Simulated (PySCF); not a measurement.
SeBr2, SMILES Br[Se]Br. Coordinates come from a PBE-D3(BJ)/def2-SVP optimisation.

Method: PBE-D3(BJ)/def2-SVP (PySCF).

Harmonic wavenumbers (cm⁻¹): 95, 278, 284. Rotational constants (GHz): 4.606, 0.9246, 0.7700; symmetry number 2.

Question: Work out the zero-point energy and the ideal-gas rigid-rotor harmonic-oscillator thermochemistry at 298.15 K and 1 atm.

Answer: ZPE = ½ Σ hcν = ½ × 658 cm⁻¹ = 3.94 kJ/mol. H − E(el) = 18.14 kJ/mol. Entropy in J/(mol K): translation 177.04, rotation 115.46, vibration 27.61, total 320.11. G − E(el) = -77.31 kJ/mol. Cp = 55.72 J/(mol K). Modes under 150 cm⁻¹ make the vibrational entropy uncertain.
